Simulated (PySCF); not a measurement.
# Electronic absorption of C5H5NO2Si

C5H5NO2Si.
Atom-mapped SMILES: `[N:1]#[C:2]/[CH:3]=[CH:4]\[C:5](=[O:6])[SiH2:7][CH:8]=[O:9]` (hydrogens: H10 on C3; H11 on C4; H12, H13 on Si7; H14 on C8)

The calculation used PySCF, TDDFT CAM-B3LYP/def2-SVPD, vertical, gas phase, core orbitals frozen in the response. Isolated species at its GFN2-xTB geometry (one conformer only). Torsions of this conformer, `[N:1]#[C:2]/[CH:3]=[CH:4]\[C:5](=[O:6])[SiH2:7][CH:8]=[O:9]`: C3–C4–C5–O6 -38°, C4–C5–Si7–C8 64°, C5–Si7–C8–O9 -60°.

Problem. List the vertical singlet excitations with oscillator strengths and describe the spectrum.

Solution. 

| state | E (eV) | λ (nm) | f | main configurations (H = HOMO, L = LUMO) |
| --- | --- | --- | --- | --- |
| S1 | 2.85 | 435.7 | 0.0082 | H→L (72%), H-1→L (13%) |
| S2 | 3.19 | 389.1 | 0.0019 | H→L+1 (40%), H-1→L+1 (30%), H-1→L (24%) |
| S3 | 4.81 | 257.7 | 0.014 | H-1→L (50%), H→L+1 (32%), H→L (15%) |
| S4 | 5.14 | 241.2 | 0.312 | H-2→L (71%), H-1→L+1 (13%) |
| S5 | 5.26 | 235.9 | 0.010 | H→L+2 (38%), H-1→L+1 (18%), H-1→L+2 (10%) |
| S6 | 5.44 | 227.9 | 0.010 | H-1→L+1 (28%), H→L+2 (26%), H-2→L (16%) |
| S7 | 5.85 | 212.1 | 0.016 | H-3→L (74%) |
| S8 | 6.50 | 190.7 | 0.037 | H-1→L+2 (59%), H→L+2 (19%) |

Triplets (Tamm–Dancoff): T1 2.29 eV, H→L (69%), H-1→L (9%), H-1→L+1 (8%); T2 2.54 eV, H→L+1 (38%), H-1→L+1 (27%), H-1→L (27%); T3 3.20 eV, H-2→L (81%), H-2→L+1 (8%).

The lowest singlet comes at 436 nm (275 kJ/mol) in the visible; it is weak; its leading configuration is HOMO→LUMO (72%). The most intense listed level is S4 at 5.14 eV (241 nm, f = 0.312), 2.29 eV above S1. Löwdin shares by element: HOMO oxygen 50%, silicon 13%, carbon 11% or more (atoms not listed hold the other 26%); LUMO carbon 50% or more, oxygen 18% or more (atoms not listed hold the other 33%). The oscillator strengths of these states sum to 0.409; summed over the whole spectrum of an exact calculation they would give the number of electrons, 72 (Thomas–Reiche–Kuhn). Of the 8 states listed, 6 reach f = 0.01 and none stays under 0.0005. The listed states span 3.65 eV, and the widest gap between neighbours is 1.62 eV (S2 to S3). 2 computed singlets (S1 to S2) lie in the visible range (380 to 750 nm), the largest f among them at 436 nm, f = 0.0082; light of that wavelength is violet to blue, and its complementary colour is yellow-green to yellow; a Tamm–Dancoff triplet lies at 542 nm, without intensity as long as spin–orbit coupling is left out. Singlets were solved by full linear response, triplets in the Tamm–Dancoff approximation.
